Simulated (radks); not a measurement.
Spin polarisation of the 2p5 shell in neutral fluorine. Start: [He] 2s2 2p(up 2.5, down 2.5); electrons of 2p are moved from spin down to spin up, other shells keep equal spins. All-electron calculation, scalar-relativistic Kohn-Sham, PBE, spin-polarised, spherical densities, point nucleus. Program: a radial shooting solver on a logarithmic mesh with Libxc functionals.

moment (Bohr magnetons) = 0: E - E(0) (eV) 0.000; e(2p up) (eV) -11.112; e(2p down) (eV) -11.112; 2s down minus up (eV) 0.000; 1s down minus up (eV) 0.000
moment (Bohr magnetons) = 0.25: E - E(0) (eV) -0.025; e(2p up) (eV) -11.311; e(2p down) (eV) -10.904; 2s down minus up (eV) 0.426; 1s down minus up (eV) 0.177
moment (Bohr magnetons) = 0.5: E - E(0) (eV) -0.102; e(2p up) (eV) -11.501; e(2p down) (eV) -10.687; 2s down minus up (eV) 0.851; 1s down minus up (eV) 0.355
moment (Bohr magnetons) = 0.75: E - E(0) (eV) -0.229; e(2p up) (eV) -11.682; e(2p down) (eV) -10.461; 2s down minus up (eV) 1.278; 1s down minus up (eV) 0.532
moment (Bohr magnetons) = 1: E - E(0) (eV) -0.407; e(2p up) (eV) -11.854; e(2p down) (eV) -10.225; 2s down minus up (eV) 1.706; 1s down minus up (eV) 0.709

At moment 1 the spin-polarisation energy is -0.407 eV and the 2p exchange splitting 1.629 eV, that is 1.629 eV per Bohr magneton; E = -I m^2/4 would give I = 1.628 eV.
